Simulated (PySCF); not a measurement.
Below is a simulated gas-phase C 1s photoelectron spectrum of `C1C[CH2][GeH2][CH2]1`.

Every computed line was given a Gaussian of 0.5 eV full width at half maximum and an area set by the number of equivalent atoms; the highest printed point is 100. Method used: delta-SCF UKS SCAN, pcX-2 on the ionised atom, pcseg-1 elsewhere, spin-free X2C in PySCF.

(binding energy (eV), intensity): (289.2, 0), (289.3, 1), (289.4, 4), (289.5, 12), (289.6, 29), (289.7, 54), (289.8, 80), (289.9, 98), (290.0, 100), (290.1, 92), (290.2, 87), (290.3, 92), (290.4, 100), (290.5, 98), (290.6, 79), (290.7, 52), (290.8, 28), (290.9, 12), (291.0, 4), (291.1, 1), (291.2, 0)

Q: Count the maxima, the lines and the sites behind this envelope.

A: The curve has 2 maxima (at 290.0 and 290.4 eV). Under it lie 2 lines from 2 inequivalent carbon sites.

Q: Decompose the envelope and assign each component. Numbering: `[CH2:1]1[CH2:2][CH2:3][GeH2:4][CH2:5]1`.

A: 
```json
{"position (eV)": "289.93", "relative area": "2", "line": "C 1s", "atoms": "C3/C5", "environment": "sp3 carbon bound to germanium"}
{"position (eV)": "290.47", "relative area": "2", "line": "C 1s", "atoms": "C1/C2", "environment": "ring CH2 carbon"}
```

Q: What are the centre and the root-mean-square width of the whole band?

A: The area-weighted mean of the lines is 290.20 eV. Their own spread about it is 0.27 eV (rms) and each Gaussian has σ = 0.5/2.355 = 0.21 eV; the variances add, which gives 0.34 eV.

Q: Above which line width would these two lines show one maximum?

A: Two equal Gaussians merge once their distance is under 2σ = FWHM/1.177. With 0.54 eV between them that is a full width over 0.64 eV.

Lowest listed C 1s: C3/C5, bonded to C, 2 H and Ge. Highest, 0.54 eV above it: C1/C2, bonded to 2 C and 2 H. Summing the Pauling electronegativity differences to the bonded atoms, each weighted by its formal bond order, gives -1.24 for the lowest site and -0.70 for the highest.

The curve has no shake-up lines and no vibrational structure. The first atom of each set that the bonding makes equivalent was ionised and stands for the set. One conformer (not necessarily the lowest) at the PBE0-D3(BJ)/def2-SVP geometry, without solvent, vibrations or thermal averaging.
